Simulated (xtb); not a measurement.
C2H8FNSi2, SMILES C[Si@H]1CN[Si@H]1F. All values are semi-empirical tight-binding results from xtb (GFN2-xTB unless named), good for trends rather than for accurate numbers. Geometry optimised at GFN2-xTB. The structure was generated by enumeration; whether it is a known compound was not checked.

Optimised geometry:

Bonded distances (Å): C1–Si2 1.902, C1–H7 1.087, C1–H8 1.086, C1–H9 1.086, Si2–C3 1.935, Si2–Si5 2.312, Si2–H10 1.474, C3–N4 1.461, C3–H11 1.095, C3–H12 1.094, N4–Si5 1.713, N4–H13 1.007, Si5–F6 1.624, Si5–H14 1.459. Angles (°): Si2–C1–H7 111.4, Si2–C1–H8 111.5, Si2–C1–H9 110.5, H7–C1–H8 107.9, H7–C1–H9 107.6, H8–C1–H9 107.8, C1–Si2–C3 113.6, C1–Si2–Si5 123.3, C1–Si2–H10 109.4, C3–Si2–Si5 75.3, C3–Si2–H10 111.0, Si5–Si2–H10 119.0, Si2–C3–N4 96.7, Si2–C3–H11 114.5, Si2–C3–H12 116.1, N4–C3–H11 111.4, N4–C3–H12 110.7, H11–C3–H12 107.2, C3–N4–Si5 110.4, C3–N4–H13 117.6, Si5–N4–H13 131.1, Si2–Si5–N4 77.3, Si2–Si5–F6 121.7, Si2–Si5–H14 129.3, N4–Si5–F6 110.8, N4–Si5–H14 116.0, F6–Si5–H14 99.9.

Computed properties:
The orbital gap comes out as 4.20 eV, the dipole moment comes out as 1.94 D and the zero-point energy comes out as 62.0 kcal/mol. The G − E(el) at 298.15 K (modified RRHO) is 40.8 kcal/mol and the static polarisability (D4 model) is 86.4 bohr³. The solvation energy, GFN2-xTB/ALPB(water) is -1.4 kcal/mol and the solvation energy, GFN2-xTB/ALPB(thf) comes out as -4.8 kcal/mol.

Give the atomic charges and the Wiberg bond orders between heavy atoms. (An estimate is asked for; the answer gives what the named calculation found.)

charges (e) C1 -0.20, Si2 0.40, C3 -0.10, N4 -0.36, Si5 0.48, F6 -0.29, H7 0.04, H8 0.05, H9 0.03, H10 -0.10, H11 0.00, H12 0.01, H13 0.13, H14 -0.08. Bond orders C1–Si2 0.91, Si2–C3 0.87, C3–N4 1.04, Si2–Si5 0.78, N4–Si5 1.18, Si5–F6 1.06.
